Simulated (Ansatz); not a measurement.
Species: C4H6B (charge 0, doublet). It need not be the lowest isomer of its formula. SMILES: CB(C#C)[CH2]
Geometry from a B3LYP-D3(BJ)/def2-TZVP (Ansatz, a first-principles code) optimisation:
```xyz
11

C      2.2803    -0.1283    -0.1524
C      1.0777    -0.0369    -0.0660
B     -0.4384     0.0764     0.0424
C     -1.0307     1.4358     0.4175
C     -1.3310    -1.1877    -0.2305
H      3.3378    -0.2091    -0.2284
H     -2.1000     1.5980     0.5147
H     -0.4225     2.3137     0.6076
H     -2.4012    -1.0026    -0.1274
H     -1.0554    -2.0030     0.4472
H     -1.1440    -1.5768    -1.2372
```
Charge 0, spin multiplicity 2.

Quantity: atomisation energy (electronic, to ground-state atoms), in eV. Valence correlation only, unless marked. UHF or UKS for open shells. No spin-orbit coupling. Non-relativistic. The coupled-cluster limit lacks core correlation, which all-electron functionals hold. CBS marks a two-point X^-3 extrapolation of the correlation energy; Hartree-Fock from the larger set. The bracket is a focal-point correction in the basis named.

```tsv
level	program	atomisation energy (eV)	minus last row
PBE/def2-TZVPD	Ansatz	48.80	1.36
BLYP-D3(BJ)/def2-TZVPD	Ansatz + dftd3	47.79	0.35
BLYP-D4/def2-TZVPD	Ansatz + dftd4	47.79	0.35
BLYP/def2-TZVPD	Ansatz	47.36	-0.08
r2SCAN/def2-TZVPD	Ansatz	48.03	0.59
r2SCAN-D4/def2-TZVPD	Ansatz + dftd4	48.08	0.64
B3LYP-D3(BJ)/def2-TZVPD	Ansatz + dftd3	47.90	0.46
PBE0/6-31G*	Ansatz	48.05	0.61
r2SCANh/def2-TZVPD	Ansatz	47.77	0.33
r2SCAN0-D4/def2-TZVPD	Ansatz + dftd4	47.45	0.01
r2SCAN0/def2-TZVPD	Ansatz	47.39	-0.05
CAM-B3LYP-D3(BJ)/def2-TZVPD	Ansatz + dftd3	47.93	0.49
CAM-B3LYP/def2-TZVPD	Ansatz	47.77	0.33
B2GP-PLYP/def2-TZVPD	Ansatz	47.21	-0.23
RPA@PBE/cc-pVTZ	Ansatz	44.11	-3.33
MP2/cc-pVTZ	Ansatz	47.27	-0.17
CCSD/STO-3G	Ansatz	50.00	2.56
CCSD/cc-pVTZ	Ansatz	45.71	-1.73
CCSD(T)/cc-pwCVTZ	Ansatz	46.45	-0.99
RI-MP2/CBS(cc-pVTZ,cc-pVQZ)+[CCSD(T)-MP2]/cc-pVQZ	Ansatz	47.45	0.01
CCSD(T)/CBS(cc-pVTZ,cc-pVQZ)	Ansatz	47.44	0.00
```
